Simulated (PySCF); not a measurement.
C₂H₇OSi, SMILES C[SiH]([O])C, multiplicity 2.

Geometry: B3LYP-D3(BJ)/def2-SVP. The isomer is the one that the SMILES or the coordinates give; other isomers of the formula were not compared.

Method: TDA-PBE/def2-SVPD in PySCF 2.14.0.

Vertical excitations. 

```json
[
 {"state": "root 1", "energy (eV)": "0.42", "λ (nm)": "2928", "f": "0.000", "main pairs": "β HOMO→LUMO 99 %"},
 {"state": "root 2", "energy (eV)": "2.19", "λ (nm)": "566", "f": "0.002", "main pairs": "β HOMO−1→LUMO 84 %"},
 {"state": "root 3", "energy (eV)": "2.44", "λ (nm)": "509", "f": "0.004", "main pairs": "β HOMO−2→LUMO 52 %, β HOMO−3→LUMO 47 %"},
 {"state": "root 4", "energy (eV)": "3.01", "λ (nm)": "411", "f": "0.051", "main pairs": "β HOMO−3→LUMO 41 %, β HOMO−2→LUMO 37 %, β HOMO−1→LUMO 14 %"},
 {"state": "root 5", "energy (eV)": "4.09", "λ (nm)": "303", "f": "0.000", "main pairs": "β HOMO−4→LUMO 93 %"},
 {"state": "root 6", "energy (eV)": "4.22", "λ (nm)": "294", "f": "0.023", "main pairs": "β HOMO−5→LUMO 88 %"},
 {"state": "root 7", "energy (eV)": "4.57", "λ (nm)": "271", "f": "0.009", "main pairs": "β HOMO−6→LUMO 86 %"},
 {"state": "root 8", "energy (eV)": "4.69", "λ (nm)": "264", "f": "0.020", "main pairs": "β HOMO−7→LUMO 86 %"},
 {"state": "root 9", "energy (eV)": "6.10", "λ (nm)": "203", "f": "0.030", "main pairs": "β HOMO−8→LUMO 98 %"},
 {"state": "root 10", "energy (eV)": "6.35", "λ (nm)": "195", "f": "0.007", "main pairs": "β HOMO→LUMO+1 97 %"}
]
```
Unrestricted roots are not spin-pure.
